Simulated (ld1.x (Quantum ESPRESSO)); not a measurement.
# u(r) = r·R(r): atom against pseudo-atom (N)

Columns: radius, all-electron u(r) and pseudo u(r) of the 2s shell (level -49.12 eV) of nitrogen in the configuration [He] 2s2 2p1; PBE, non-relativistic, RRKJ scheme, ld1.x (Quantum ESPRESSO) 7.5.

```
r (bohr)  all-electron   pseudo
   0.082        0.4071  -0.0697
   0.165        0.3945  -0.1435
   0.248        0.2033  -0.2251
   0.330       -0.0401  -0.3186
   0.413       -0.2823  -0.4294
   0.495       -0.4911  -0.5518
   0.578       -0.6623  -0.6788
   0.660       -0.7906  -0.7924
   0.742       -0.8802  -0.8802
   0.825       -0.9360  -0.9360
   0.908       -0.9622  -0.9622
   0.990       -0.9644  -0.9644
   1.072       -0.9481  -0.9481
   1.155       -0.9175  -0.9175
   1.238       -0.8766  -0.8766
   1.320       -0.8293  -0.8293
   1.402       -0.7779  -0.7779
   1.485       -0.7237  -0.7237
   1.568       -0.6689  -0.6689
   1.650       -0.6156  -0.6156
   1.733       -0.5633  -0.5633
   1.815       -0.5139  -0.5139
   1.898       -0.4666  -0.4666
   1.980       -0.4229  -0.4229
   2.062       -0.3822  -0.3822
   2.145       -0.3440  -0.3440
```

Question: How many radial nodes do the two functions have?

Answer: The all-electron 2s function has n − l − 1 = 1; the pseudo-wave has 0, since the states of the same l below it are removed with the core.

Question: At about which radius was the pseudo-wave matched?

Answer: 0.75 bohr, where the columns begin to agree (steps of 0.08 bohr).

Question: Is the pseudo-wave norm-conserving?

Answer: Yes: the RRKJ scheme keeps the norm inside the radius equal to the all-electron one, which fixes the energy derivative of the logarithmic derivative at the level.
